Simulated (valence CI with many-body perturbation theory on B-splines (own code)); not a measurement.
E1 transitions of Zr⁷⁺

Level of theory: relativistic CI+MBPT: five valence electrons over a frozen Dirac-Fock core [Ar] 3d10, a basis of 11 s, 11 p, 10 d, 8 f, 5 g, 2 h functions for each j, with the one-electron correlation potential Σ1, the two-electron term Σ2, the three-electron term Σ3, Breit, model QED; selected CI, second order for the rest, scaled by the run's own slope (own B-spline code, finite nucleus).

No measured spectrum was set against this ion. As an estimate, levels hold to about 250 cm⁻¹ or 0.2 % of their energy and the worst to 1 %, as in measured heavy ions of charge 2 to 7; those with d or f electrons hold less well. Among the levels kept, up to 3100 cm⁻¹ of a level comes from second order outside the variational space, and about a tenth of that is noise between levels of different J, which matters for small intervals.

Lines 301 to 350 of 591 in falling wavelength, among levels below 638260 cm⁻¹, chosen from the strongest by gf and those to the six lowest levels. Wavelengths and rates use the calculated energies, so an error of 600 cm⁻¹ moves a line at 335.6 Å by 0.2 % and its rate by three times that or more. Electric multipoles are in the length gauge, E1 and E2 with the static RPA response of the core. Weak lines are less certain than strong ones. Lines between different terms over intervals too small for the method are left out, as are lines whose strength nearly cancels. Where a level lies close to another of its J and parity, the split of strength between their lines is uncertain. The highest levels of a list are the least certain.

Names give the largest LS component (configuration and term), which can be under half, so a name can repeat, a term be missing and a line seem to break the LS rules; names also repeat where a configuration has a term twice. Letters in brackets count levels of one name in rising energy.

```tsv
λ vac (Å)	Upper	Lower	A (s⁻¹)	S (a.u.) with core polarisation	S without
335.6	4s4p³4d ⁴F°_5/2 [a]	4s4p⁴ ⁴P_5/2	1.56e+08	1.75e-02	1.88e-02
334.7	4s²4p²4d ⁴F_5/2	4s²4p³ ⁴S°_3/2	3.87e+08	4.30e-02	4.63e-02
333.2	4s²4p²4d ²D_3/2 [a]	4s²4p³ ²P°_3/2	1.08e+08	7.87e-03	8.63e-03
333.1	4s²4p²4f ⁴D°_7/2	4s²4p²4d ²F_5/2 [a]	1.87e+09	2.73e-01	2.90e-01
332.7	4s²4p²4f ⁴F°_3/2 [a]	4s²4p²4d ⁴D_3/2	3.34e+09	2.43e-01	2.53e-01
332.7	4s4p³4d ⁴F°_7/2 [a]	4s4p⁴ ⁴P_5/2	1.89e+08	2.74e-02	2.93e-02
332.6	4s²4p²4f ⁴F°_9/2	4s²4p²4d ⁴F_9/2	1.10e+10	2.00e+00	2.12e+00
331.8	4s²4p²4f ⁴F°_9/2	4s²4p²4d ²F_7/2 [a]	3.09e+10	5.58e+00	5.87e+00
331.7	4s²4p²4d ²P_1/2 [a]	4s²4p³ ²P°_1/2	5.98e+09	2.15e-01	2.36e-01
331.6	4s²4p²4f ⁴F°_7/2 [a]	4s²4p²4d ⁴F_9/2	7.30e+09	1.05e+00	1.14e+00
331.5	4s²4p²4f ⁴F°_3/2 [a]	4s²4p²4d ⁴D_1/2	2.61e+10	1.88e+00	1.98e+00
331.2	4s²4p²4f ⁴D°_7/2	4s²4p²4d ⁴F_7/2	9.71e+09	1.39e+00	1.50e+00
330.8	4s²4p²4f ⁴F°_5/2 [b]	4s²4p²4d ⁴D_3/2	1.85e+09	1.98e-01	2.05e-01
330.8	4s²4p²4f ⁴F°_7/2 [a]	4s²4p²4d ²F_7/2 [a]	1.43e+10	2.04e+00	2.17e+00
330.8	4s²4p²4f ²G°_9/2 [b]	4s²4p²4d ⁴D_7/2	1.37e+10	2.45e+00	2.57e+00
330.7	4s²4p²4f ²G°_7/2 [b]	4s²4p²4d ⁴D_5/2	5.45e+09	7.78e-01	8.24e-01
330.7	4s²4p²4f ⁴F°_5/2 [b]	4s²4p²4d ²F_7/2 [a]	1.21e+10	1.29e+00	1.40e+00
330.2	4s²4p²4f ²G°_7/2 [a]	4s²4p²4d ⁴F_5/2	1.29e+09	1.84e-01	1.98e-01
329.2	4s²4p²4f ⁴F°_7/2 [b]	4s²4p²4d ⁴D_7/2	1.56e+10	2.19e+00	2.33e+00
329.0	4s²4p²4f ⁴F°_3/2 [b]	4s²4p²4d ⁴D_3/2	9.39e+09	6.60e-01	6.99e-01
328.3	4s²4p²4f ²D°_5/2	4s²4p²4d ⁴F_3/2	1.40e+09	1.46e-01	1.56e-01
327.9	4s²4p²4f ⁴F°_3/2 [b]	4s²4p²4d ⁴D_1/2	5.64e+09	3.92e-01	4.10e-01
327.3	4s²4p4d² ²D°_5/2	4s²4p²4d ⁴D_7/2	9.51e+09	9.88e-01	1.07e+00
326.9	4s²4p²4f ²F°_7/2	4s²4p²4d ⁴D_7/2	1.19e+09	1.64e-01	1.75e-01
326.6	4s²4p²4f ⁴D°_1/2	4s²4p²4d ⁴D_3/2	1.45e+10	4.97e-01	5.38e-01
326.1	4s²4p²4d ²P_3/2 [a]	4s²4p³ ²D°_5/2	2.85e+10	1.95e+00	2.13e+00
326.1	4s²4p²4f ⁴F°_5/2 [b]	4s²4p²4d ²F_5/2 [a]	2.24e+09	2.30e-01	2.41e-01
325.9	4s²4p²4d ²F_5/2 [a]	4s²4p³ ⁴S°_3/2	4.10e+08	4.20e-02	4.52e-02
325.6	4s²4p²4d ⁴P_1/2	4s²4p³ ²P°_1/2	1.49e+09	5.09e-02	5.57e-02
325.4	4s²4p²4f ⁴D°_1/2	4s²4p²4d ⁴D_1/2	8.16e+09	2.78e-01	2.99e-01
325.4	4s²4p²4f ⁴F°_9/2	4s²4p²4d ⁴F_7/2	9.28e+09	1.58e+00	1.67e+00
325.0	4s²4p²4f ²G°_7/2 [b]	4s²4p²4d ²F_7/2 [a]	7.46e+09	1.01e+00	1.08e+00
324.9	4s²4p²4f ²F°_5/2 [b]	4s²4p²4d ⁴D_5/2	1.07e+10	1.09e+00	1.15e+00
324.4	4s²4p²4f ⁴F°_3/2 [b]	4s²4p²4d ²F_5/2 [a]	1.54e+10	1.04e+00	1.12e+00
324.4	4s²4p²4f ⁴D°_7/2	4s²4p²4d ⁴F_5/2	7.89e+09	1.06e+00	1.13e+00
324.3	4s²4p²4f ⁴F°_5/2 [b]	4s²4p²4d ⁴F_7/2	4.49e+09	4.54e-01	4.96e-01
323.9	4s²4p²4f ²F°_5/2 [a]	4s²4p²4d ⁴D_3/2	1.50e+09	1.51e-01	1.62e-01
323.8	4s²4p4d² ⁴G°_9/2	4s²4p²4d ⁴D_7/2	2.91e+10	4.87e+00	5.15e+00
323.3	4s²4p²4d ²D_3/2 [a]	4s²4p³ ²P°_1/2	1.14e+09	7.63e-02	8.08e-02
323.3	4s4p³4d ²F°_5/2 [a]	4s4p⁴ ²D_5/2	2.15e+09	2.15e-01	2.34e-01
323.1	4s²4p²4d ²D_5/2 [a]	4s²4p³ ²P°_3/2	2.04e+09	2.04e-01	2.24e-01
323.0	4s²4p4d² ²D°_3/2	4s²4p²4d ⁴D_5/2	1.39e+10	9.22e-01	9.98e-01
322.9	4s4p³4d ⁴P°_3/2 [c]	4s4p⁴ ²D_5/2	3.25e+09	2.16e-01	2.35e-01
322.7	4s²4p²4d ²G_7/2	4s²4p³ ²D°_5/2	1.12e+09	1.49e-01	1.60e-01
322.1	4s²4p²4f ⁴F°_5/2 [a]	4s²4p²4d ⁴F_5/2	7.71e+09	7.64e-01	8.30e-01
322.1	4s²4p²4f ²G°_9/2 [a]	4s²4p²4d ⁴F_7/2	1.36e+09	2.25e-01	2.40e-01
321.7	4s4p³4d ⁴G°_7/2	4s4p⁴ ⁴P_5/2	1.43e+08	1.88e-02	1.99e-02
321.5	4s4p³4d ²D°_5/2 [c]	4s4p⁴ ²P_3/2	5.47e+09	5.39e-01	5.71e-01
321.3	4s²4p²4d ⁴D_3/2	4s²4p³ ⁴S°_3/2	1.05e+09	6.89e-02	7.45e-02
320.6	4s²4p²4f ²G°_7/2 [b]	4s²4p²4d ²F_5/2 [a]	2.22e+10	2.89e+00	3.06e+00
```
